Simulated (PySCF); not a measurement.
Species: C₅H₃ClO₂.
SMILES with atom numbers: `[O:1]=[C:2]([Cl:3])[c:4]1[cH:5][cH:6][cH:7][o:8]1` (hydrogens: H9 on C5; H10 on C6; H11 on C7)

Theory: core-valence-separated Tamm–Dancoff BHandHLYP/aug-pcX-1 (pcseg-1 on H, def2-SVPD on Cl) in PySCF, non-relativistic, gas phase, PBE0-D3(BJ)/def2-SVP geometry.

Computed carbon K-edge spectrum, Gaussian lines of 0.6 eV full width, highest printed point 100; it ends one width below the last computed root. The energies are unshifted.

photon energy (eV), absorption and a bar:
```
    281.9          0 
    282.0          1 
    282.1          2 #
    282.2          5 #
    282.3         10 ###
    282.4         17 #####
    282.5         26 ########
    282.6         34 ##########
    282.7         38 ###########
    282.8         37 ###########
    282.9         30 #########
    283.0         22 ######
    283.1         14 ####
    283.2         10 ###
    283.3         10 ###
    283.4         16 #####
    283.5         27 ########
    283.6         42 ############
    283.7         57 #################
    283.8         71 #####################
    283.9         79 ########################
    284.0         80 ########################
    284.1         76 #######################
    284.2         71 #####################
    284.3         68 ####################
    284.4         70 #####################
    284.5         75 ######################
    284.6         78 #######################
    284.7         75 #######################
    284.8         65 ###################
    284.9         49 ###############
    285.0         33 ##########
    285.1         19 ######
    285.2          9 ###
    285.3          4 #
    285.4          1 
    285.5          1 
    285.6          1 
    285.7          1 
    285.8          3 #
    285.9          5 #
    286.0          8 ##
    286.1         11 ###
    286.2         14 ####
    286.3         15 #####
    286.4         17 #####
    286.5         18 #####
    286.6         18 #####
    286.7         18 #####
    286.8         18 #####
    286.9         17 #####
    287.0         17 #####
    287.1         20 ######
    287.2         27 ########
    287.3         36 ###########
    287.4         48 ###############
    287.5         63 ###################
    287.6         80 ########################
    287.7         93 ############################
    287.8        100 ##############################
    287.9         96 #############################
```

Q: Assign the maxima to core holes.

A: 5 maxima:
- 282.7 eV: C5 (aromatic CH carbon), 282.72 eV, f = 0.054, 1s→π*, 100 % of the height at the exact maximum
- 284.0 eV: C7 (aromatic CH next to a ring oxygen), 284.01 eV, f = 0.064, 1s→π*, 56 % of the height at the exact maximum; C6 (aromatic CH carbon), 283.78 eV, f = 0.052, 1s→π*, 36 % of the height at the exact maximum
- 284.6 eV: C2 (acyl halide carbon), 284.69 eV, f = 0.079, 1s→π*, 68 % of the height at the exact maximum; C4 (substituted aromatic carbon), 284.38 eV, f = 0.030, 1s→π*, 18 % of the height at the exact maximum
- 286.6 eV: C5 (aromatic CH carbon), 286.76 eV, f = 0.016, 56 % of the height at the exact maximum; C5 (aromatic CH carbon), 286.63 eV, f = 0.006, 24 % of the height at the exact maximum; C6 (aromatic CH carbon), 286.24 eV, f = 0.016, 17 % of the height at the exact maximum
- 287.8 eV: C2 (acyl halide carbon), 287.78 eV, f = 0.060, 42 % of the height at the exact maximum; C4 (substituted aromatic carbon), 287.94 eV, f = 0.035, 22 % of the height at the exact maximum; C7 (aromatic CH next to a ring oxygen), 287.82 eV, f = 0.029, sum of 2, 21 % of the height at the exact maximum

Further lines of some strength in the range: C6, 284.70 eV, f = 0.011; C4, 287.38 eV, f = 0.034.

Roots within 0.03 eV on the same or equivalent atoms count as one line; shares under 12 % aren't listed.

Vibrational structure and lifetime widths aren't in the curve. The ionisation threshold wasn't computed; near and above it a finite basis only mimics Rydberg series and continuum.

Conformer computed: `[O:1]=[C:2]([Cl:3])[c:4]1[cH:5][cH:6][cH:7][o:8]1`: O1–C2–C4–C5 0°.

One conformer stands for the species.
